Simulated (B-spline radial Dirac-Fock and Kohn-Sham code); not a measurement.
Run log: B

ΔSCF core binding energies without Breit or QED terms, calculated with an atomic code on a B-spline grid.

Input (task.json):

```json
{"items": [{"Z": 5, "q": 0, "cfg": [[1, 0, 2], [2, 0, 2], [2, 1, 1]], "A": 11, "rrms": 2.406, "do": "settings", "holes": ["K", "L3", "M5"],
  "settings": [{"rel": "dirac", "method": "hf", "nuc": "fermi", "radius_factor": 1.0, "rmax": 45.0, "h": 0.3, "order": 6, "points": 10, "c_factor": 1.0, "maxit": 60, "damp": 0.5, "ndamp": 3, "tol": 1e-08}]}]}
```

Command: `python xray2_run.py task.json out`

Ground-state iterations:

```
iter   energy (Ha)        error
   1      -24.00256858  1.85e-01
   2      -24.51907443  1.87e-02
   3      -24.53231559  7.30e-03
   4      -24.53537131  3.10e-03
   5      -24.53647714  1.33e-03
   6      -24.53654441  4.18e-04
   7      -24.53655392  7.53e-05
   8      -24.53655413  5.35e-06
   9      -24.53655413  4.98e-07
  10      -24.53655413  1.83e-09
```

The ground state converged in 10 iterations, with total energy -24.53655 Ha, virial ratio 1.99939 and highest orbital energy -8.43 eV. ΔSCF binding energies: K (1s) 200.9 eV. Holes are computed only in closed shells, and unreliable hole states are left out.
